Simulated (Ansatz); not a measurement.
Ansatz (an electronic-structure program) input file for Ga(F) cation (FGa), SMILES [Ga][F] (connectivity only; charge and spin as stated), charge +1, multiplicity 2, PBE/def2-TZVPD. Geometry: PBE0-D3(BJ)/def2-TZVPD. The multiplicity is an assumed one; other spin states were not compared.

Ansatz 0.2 input:
```yaml
crystal:
  periodic: [false, false, false]
  atoms:
    - {symbol: Ga, position_ang: [0.00000000, 0.00000000, -0.38387324]}
    - {symbol: F, position_ang: [0.00000000, 0.00000000, 1.32223006]}
basis:
  gaussian:
    orbitals: def2-TZVPD
hamiltonian:
  xc: {name: PBE}
total_charge: 1
magnetization: {spin_polarized: true, initial_magnetization: 1}
```

Program output:

```
WARN ansatz: RAYON_NUM_THREADS=1 ignored (pool sized by the plan → 1); use --threads N
Functional definition: PBE
integrals: 0.02 GiB planned
573 factors; their error is unknown
mean field: 0.24 GiB planned
mean field evaluation 1: about -55053.4602 eV, gradient 8.9e1 eV
mean field evaluation 2: about -54747.8056 eV, gradient 1.8e2 eV
mean field evaluation 4: about -55075.2618 eV, gradient 1.9e1 eV
mean field evaluation 8: about -55076.7987 eV, gradient 7.2e-2 eV
mean field evaluation 16: about -55076.7786 eV, gradient 1.1e-5 eV
mean field -55076.77860753 eV, -2024.0342814455 hartree, gradient 1.1e-5 eV, S^2 0.751778; 0 other end points of the search recorded, 0 dependent functions left out
reference -55076.77864763 eV, -2024.0342829191 hartree; 20, 19 occupied and 74, 75 virtual orbitals, 573 factors
Total energy: -55076.77864763 eV, -2024.0342829191 hartree
```

The calculation finished and met its thresholds.
